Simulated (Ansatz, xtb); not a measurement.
# Two structures of FGeH2NS

We compare X, a singlet given by its coordinates, with Y, `[NH2][Ge]([F])=[S]`, a singlet. Both are isolated molecules in the gas phase, relaxed with B3LYP/6-31G*; the shapes shown needn't be the lowest conformers.

X (Å):

```xyz
6

F    -4.0607   -1.2082    0.9799
Ge   -2.7237   -1.5729    2.0959
N    -1.5556    0.0412    1.2979
S    -0.9140   -1.4747    0.5514
H    -2.0264    0.6400    0.6215
H    -0.8564    0.5583    1.8261
```

Close contacts (Å): F1–Ge2 1.78, Ge2–N3 2.15, Ge2–S4 2.38, N3–S4 1.81, N3–H5 1.02, N3–H6 1.02.

Y (Å):

```xyz
6

F    -1.1474    1.5956   -1.0135
Ge   -0.4908    0.2314   -0.1522
N    -1.8280   -0.1369    0.9887
S     1.2899   -0.6898   -0.5285
H    -2.5276    0.5754    1.1613
H    -1.6401   -0.7406    1.7795
```

Quicker runs give these differences E(Y) − E(X): GFN2-xTB +40.8 kJ/mol; HF/STO-3G −34.1 kJ/mol (at GFN2-xTB geometries); r2SCAN-D4/def2-SVP −64.5 kJ/mol (at GFN2-xTB geometries).

Q: Estimate E(Y) − E(X) at the level CCSD(T)/def2-TZVP.

A: Calculated at CCSD(T)/def2-TZVP: E(Y) − E(X) = −68.5 kJ/mol, so structure Y lies lower.

The same difference at several levels:

```tsv
level	geometry	E(Y) − E(X) (kJ/mol)	departure from the last row (kJ/mol)	job, with rough time for the two
GFN2-xTB	GFN2-xTB	+40.8	+109.4	optimisation, 0.26 s
HF/STO-3G	GFN2-xTB	−34.1	+34.4	single point, 0.42 s
r2SCAN-D4/def2-SVP	GFN2-xTB	−64.5	+4.1	single point, 3.2 s
B3LYP/6-31G*	B3LYP/6-31G*	−26.2	+42.3	optimisation, 40 s
HF/def2-TZVP	B3LYP/6-31G*	−84.9	−16.3	part of the CCSD(T) run
MP2/def2-TZVP	B3LYP/6-31G*	−80.1	−11.5	part of the CCSD(T) run
CCSD(T)/def2-TZVP	B3LYP/6-31G*	−68.5		single point, 2 min
```

GFN2-xTB puts the two in the other order. The largest departure from CCSD(T)/def2-TZVP is that of GFN2-xTB, 109.4 kJ/mol.

With harmonic frequencies from B3LYP/6-31G* (ideal gas, rigid rotor, one conformer each, 298.15 K, 1 atm): on the last row, ΔE + ΔZPE = −72.4, ΔH = −71.3, ΔG = −73.0 kJ/mol.

The correlated steps freeze 16 core orbitals; the filled d shell of Ge is correlated, in a basis made for valence electrons. Codes used: Ansatz 0.2.0, xtb 6.7.1; the last row on 2 threads of Arm Neoverse V1 on a shared host.
